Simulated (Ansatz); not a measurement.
Reaction (ligand exchange at the Si–S bond): `OC[SiH2]S` + H₂Te → `OC[SiH2][TeH]` + H₂S

Program: Ansatz. Geometries: PBE0-D4/def2-TZVP. ΔE: electronic, gas phase. CBS: MP2 limit from def2 TZ/QZ plus the TZ coupled-cluster correction, frozen cores. This one scheme is used for every species. Functionals use def2-TZVPP. Elements past krypton have def2 core potentials. For Te outer-core shells are correlated without core-valence functions, which leaves a few kJ/mol of doubt a bond. Each species was taken in one conformer, which may not be the lowest.

Q: Is it downhill or uphill in electronic energy at CCSD(T)/CBS, and by how much? (Estimate.)

A: Computed: Nearly level: ΔE = +0.2 kcal/mol.

Q: What do these levels give: PBE-D4, PBE0-D4, ωB97X-V, B2PLYP, PBE, r2SCAN, PBE0, MP2/def2-TZVPP, SCS-MP2/def2-TZVPP, CCSD(T)/def2-TZVPP, MP2/CBS(def2), CCSD/CBS(def2)? (Estimate.)

A: Ansatz gave: PBE-D4 -0.2, PBE0-D4 0.2, ωB97X-V 1.6, B2PLYP 1.2, PBE 0.1, r2SCAN 0.9, PBE0 0.5, MP2/def2-TZVPP 0.5, SCS-MP2/def2-TZVPP 1.1, CCSD(T)/def2-TZVPP 1.3, MP2/CBS(def2) -0.5, CCSD/CBS(def2) 0.5 kcal/mol.

Largest T1 diagnostic among the species: 0.011.

In def2-TZVPP, CCSD(T) changes the Hartree–Fock value by −1.2 kcal/mol (the triples alone add −0.3 kcal/mol) and MP2 by −1.9 kcal/mol.
